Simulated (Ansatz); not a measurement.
Molecule: LaCl3, charge 0, multiplicity 1. 
Geometry from a B3LYP-D3(BJ)/def2-TZVP (Ansatz, a program for electronic structure) optimisation:
```
La
Cl 1 2.6219
Cl 1 2.6219 2 117.45
Cl 1 2.6219 2 117.45 3 -148.78
```

CCSD(T) with Ansatz in growing basis sets, 24 correlated electrons. Valence correlation only, unless marked. UHF or UKS for open shells. No spin-orbit coupling. The frozen core is the preceding noble-gas configuration, with the filled d and f shells of earlier blocks. Past Kr the def2 sets carry scalar-relativistic core potentials. Costs are ratios of core time to the smallest set, on shared machines of one kind, and rough; they hold the program's checks for lower states.

| basis | functions | cost over smallest | E(corr) (Eh) | electronic atomisation energy (kcal/mol) |
|---|---|---|---|---|
| def2-SVP | 86 | 1× | -0.4809 | 342.3 |
| def2-TZVPP | 182 | 9× | -0.6938 | 354.4 |
| def2-QZVPP | 291 | 40× | -0.7598 | 361.1 |

Formally CCSD grows as o²v⁴ and (T) as o³v⁴; with o = 12 and v going from 151 to 260 both grow 9-fold in the last step, while integrals and the mean field grow more slowly. That step adds 65.9 mEh of correlation energy and 6.7 kcal/mol to the atomisation energy.
